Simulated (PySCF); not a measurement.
Te(Et)(NH2) (C2H7NTe), SMILES CC[Te]N.

The structure is a stationary point at PBE-D3(BJ)/def2-SVP. This is a generated structure with no PubChem entry under its InChIKey; it may be hypothetical. The def2 effective core potentials stand for the cores of Te; spin–orbit coupling is left out. The values are those of a single conformer.

Two levels are set side by side: PBE/def2-TZVP (PySCF) and HF/def2-TZVP (PySCF). Same geometry, gas phase. Differences are taken from unrounded values.

```tsv
quantity	HF	PBE	PBE minus HF
orbital gap (eV)	10.44	3.09	-7.35
highest occupied level (eV)	-8.20	-4.84	3.36
lowest empty level (eV)	2.24	-1.75	-3.99
dipole moment (D)	2.63	2.24	-0.39
mean polarisability (bohr³)	69.8	74.2	4.3
```

Without exact exchange PBE keeps part of each electron's self-repulsion, which lifts occupied levels and narrows the gap. PBE's more diffuse valence density responds more strongly to a field. Differences between two approximate levels are no errors against the true value.

Rough cost on one machine, each run with all the roots and properties that it gave: HF against PBE about 1/4.
